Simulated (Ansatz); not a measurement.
Basis-set series for `C=CC[TeH]`. Charge 0, multiplicity 1. Te: def2 effective core potential. All single points use the PBE0-D4/def2-TZVP geometry. It is one conformer, not always the lowest.

```
functional       basis  functions  energy (Eh)  HOMO (eV)  LUMO (eV)
   PBE0-D4    def2-SVP         98   -385.68974      -6.01      -0.75
   PBE0-D4  def2-QZVPP        433   -385.83997      -6.15      -1.00
   ωB97M-V    def2-SVP         98   -385.71571      -8.11       1.23
   ωB97M-V  def2-QZVPP        433   -385.87478      -8.27       0.76
```

(1) Give the rows for def2-TZVPP. (Best estimate.)

Results:

(1) Ansatz gave: 
```json
{"functional": "PBE0-D4", "basis": "def2-TZVPP", "functions": "227", "energy (Eh)": "-385.83137", "HOMO (eV)": "-6.13", "LUMO (eV)": "-0.95"}
{"functional": "ωB97M-V", "basis": "def2-TZVPP", "functions": "227", "energy (Eh)": "-385.86620", "HOMO (eV)": "-8.24", "LUMO (eV)": "0.89"}
```

Positive LUMOs are unbound and depend on the basis.
